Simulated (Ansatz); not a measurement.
Compare A (`O[SiH2]C[SiH](O)O`) with its isomer B (`C[SiH](O)[SiH](O)O`).

Calculated with Ansatz (gas phase, PBE0-D4/def2-TZVP geometries, no zero-point term in ΔE). CCSD(T)/CBS is the MP2 limit (def2-TZVPP, def2-QZVPP) plus CCSD(T) − MP2 in def2-TZVPP, frozen cores. Functionals use def2-TZVPP. B3LYP here is the variant with VWN-RPA as its local correlation; programs differ in this. One conformer a species, not always the lowest.

A:

Z-matrix (Å, degrees):
```
Si
C 1 1.851
O 1 1.666 2 105.6
H 1 1.490 2 112.7 3 119.0
H 1 1.489 2 111.4 3 -119.6
Si 2 1.869 1 115.1 3 49.3
H 2 1.095 1 108.8 3 -71.5
H 2 1.096 1 108.8 3 172.2
H 3 0.958 1 117.7 2 171.7
O 6 1.646 2 104.6 1 -136.3
O 6 1.639 2 112.1 1 -13.9
H 6 1.484 2 112.7 1 104.3
H 10 0.958 6 117.0 2 177.7
H 11 0.966 6 115.3 2 -26.7
```

B:

```xyz
14

C     1.7474    1.0631   -0.7478
Si    0.0872    0.8628    0.0856
O    -1.1730    1.1860   -0.9588
Si   -0.4337   -1.3601    0.6338
O    -1.1543   -1.3284    2.1153
O    -1.4195   -1.9048   -0.5700
H     1.8390    0.4004   -1.6114
H     2.5510    0.8192   -0.0465
H     1.9030    2.0913   -1.0860
H     0.0323    1.7976    1.2486
H    -1.3096    2.0921   -1.2386
H     0.6939   -2.3312    0.6584
H    -1.4111   -2.1671    2.5029
H    -1.9526   -1.2209   -0.9856
```

Q: Which isomer does CCSD(T)/CBS put lower? Give the gap. (Best estimate.)

A: Ansatz gave: A, by 10.2 kcal/mol.

Q: Give E(B) − E(A) in kcal/mol with r2SCAN-D4, B2PLYP, ωB97M-V, HF/def2-TZVPP, CCSD(T)/def2-TZVPP, B3LYP, PBE-D4. (An estimate is asked.)

A: Computed: r2SCAN-D4 9.5, B2PLYP 9.6, ωB97M-V 11.2, HF/def2-TZVPP 10.3, CCSD(T)/def2-TZVPP 10.5, B3LYP 8.1, PBE-D4 6.7. None reverses the order clearly.

Largest T1 diagnostic: 0.012.

From PBE to PBE0 (25 % exact exchange), in def2-TZVPP and without D4, E(B) − E(A) moves by +1.6 kcal/mol. The D4 term adds +0.8 kcal/mol with B3LYP and +0.4 kcal/mol with PBE0; it sums over pairs of atoms, weighted by their polarisabilities, and B3LYP, whose exchange is more repulsive, gets the larger term.
